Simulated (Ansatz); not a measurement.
One change: `NC([SiH3])[SiH2]Cl` becomes `N[CH]([SiH3])[ZnH]`.

Ansatz, PBE0-D4/def2-TZVP geometries, multiplicity 1. Each molecule was computed in one conformer, which needn't be the lowest.

Scalar relativity is left out up to krypton.

```tsv
property	`NC([SiH3])[SiH2]Cl`
HOMO energy (PBE/def2-TZVPP) / eV	-5.59
HOMO–LUMO gap (PBE/def2-TZVPP) / eV	4.87
LUMO energy (PBE/def2-TZVPP) / eV	-0.71
LUMO energy (ωB97M-V/def2-TZVPP) / eV	1.88
HOMO energy (B3LYP/def2-TZVPP) / eV	-6.71
HOMO–LUMO gap (PBE0/def2-TZVPP) / eV	7.11
```

Problem. What does the change do to each property? (An estimate is asked.)

Solution. Ansatz gave: 
| property | `N[CH]([SiH3])[ZnH]` | shift |
| --- | --- | --- |
| HOMO energy (PBE/def2-TZVPP) / eV | -4.87 | 0.72 |
| HOMO–LUMO gap (PBE/def2-TZVPP) / eV | 3.41 | -1.46 |
| LUMO energy (PBE/def2-TZVPP) / eV | -1.46 | -0.75 |
| LUMO energy (ωB97M-V/def2-TZVPP) / eV | 0.65 | -1.23 |
| HOMO energy (B3LYP/def2-TZVPP) / eV | -5.83 | 0.88 |
| HOMO–LUMO gap (PBE0/def2-TZVPP) / eV | 5.28 | -1.83 |

With PBE0 the HOMO rises by 0.92 eV and the LUMO falls by 0.90 eV, so the gap narrows by about 1.82 eV. PBE moves the HOMO by 0.72 eV and ωB97M-V by 1.03 eV.

B3LYP here is the variant with VWN-RPA as its local correlation; programs differ in this.
